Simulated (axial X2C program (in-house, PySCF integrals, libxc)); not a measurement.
# Density and ELF of AlI⁻

Calculated with an axial X2C code built on PySCF integrals. Two-component (2c) means X2C with spin–orbit coupling and atomic mean-field two-electron Coulomb and Gaunt terms. Basis: I dyall-acv3z [12s13p9d5f1g], Al dyall-av3z [9s9p3d2f] (cores contracted in-house); Gaussian nuclei, density fitting, unrestricted open shells. Masses: I 126.904 u, Al 26.982 u.

PBE0, two-component, state Ω = 1/2 (⟨Sz⟩ = -0.50, ⟨Lz⟩ = 1.00 at PBE0); I at z = 0, Al at z = 2.778 Å.

The maps cover the half plane through the axis: z from -2.4 to 5.1 Å along the bond, ρ from 0.15 to 2.25 Å away from it (steps of 0.3 Å, the bottom row nearest the axis).

log10 of the density in e/bohr³:

digits 0 to 9 span -3.98 to 1.84 evenly
```
00011122222111112222211110
00112222222222222222222110
01122333333322223333222211
11223344444333333333332211
11233444544433333444333221
12234455555444344444433221
12334557775544445664433221
12334568986544446875443321
```

Electron localisation function (collinear form, no current term, damped to 0 at low density):

digits 0 to 9 span 0.00 to 1.00 evenly
```
00011233332100024677764310
00123456654210135788876420
00235677776421136899987531
01356788877642247899998641
02467777667753345578998752
13567752224765420002899863
13577525752576302750389863
13577446764376308583189863
```

Axial spin density in 10⁻³ e/bohr³:

digits 0 to 9 span -1.78 to 1.78 evenly, values beyond are clipped
```
55444445555443321111223444
54444444555443210000023344
54444444455442100000012344
54444444455432000000002344
55444433345542000000013444
55544433345542000000034555
55555445545554211543677655
55555553265555555007998765
```

The state is a single determinant with fixed occupations, the lowest that a limited PBE0 search found. Density functionals use the spin component along the axis (collinear). Without a current term, density functionals place determinants with orbital angular momentum somewhat too high. The highest occupied level of some functionals is positive through self-interaction error; at Hartree–Fock it is bound.
